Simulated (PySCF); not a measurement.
C$_{2}$H$_{3}$O$_{3}$, doublet, at a GFN2-xTB geometry. Base run: DF-BLYP/6-311G** (PySCF).

PySCF was given this input:
```python
from pyscf import gto, scf, dft

mol = gto.Mole()
mol.atom = '''
    C    -1.732400   -0.094445   -0.021139
    O    -0.503809   -0.776494   -0.174462
    C     0.558563    0.002010    0.000425
    O     1.714342   -0.404903   -0.091068
    O     0.430504    1.215688    0.273157
    H    -1.499660    0.963294    0.216534
    H    -2.292764   -0.538921    0.801899
    H    -2.292848   -0.144092   -0.955159
'''
mol.basis = '6-311g**'
mol.charge = 0
mol.spin = 1
mol.verbose = 5
mol.build()

mf = dft.UKS(mol)
mf.xc = 'blyp'
mf = mf.density_fit(auxbasis='def2-universal-jkfit')
mf.kernel()
mf.analyze()
```

Variants of this job, named by their change:

| change | ΔE vs base (µEh) | grid points | electrons on the grid |
|---|---|---|---|
| base | 0.0 | 99912 | 39.00000 |
| grids.level = 2 | 0.0 | 72160 | 38.99999 |
| small_rho_cutoff = 0 | 0.0 | 99912 | 39.00000 |
| grids.level = 7 | -4.2 | 583656 | 39.00000 |
| grids.level = 5 | -4.2 | 285512 | 39.00000 |
| grids.atom_grid = (150, 974) | -4.2 | 637800 | 39.00000 |
| grids.prune = dft.gen_grid.treutler_prune | 0.3 | 86808 | 38.99999 |
| grids.level = 4 | -4.4 | 189120 | 39.00000 |
| grids.prune = dft.gen_grid.sg1_prune | -10.1 | 44752 | 38.99978 |
| grids.prune = off | 0.6 | 158552 | 38.99999 |
| grids.becke_scheme = stratmann | -0.4 | 99912 | 38.99999 |

Open shells are given as the SCF converged; they aren't shown to be the lowest states, and a large step between rows can be another state.
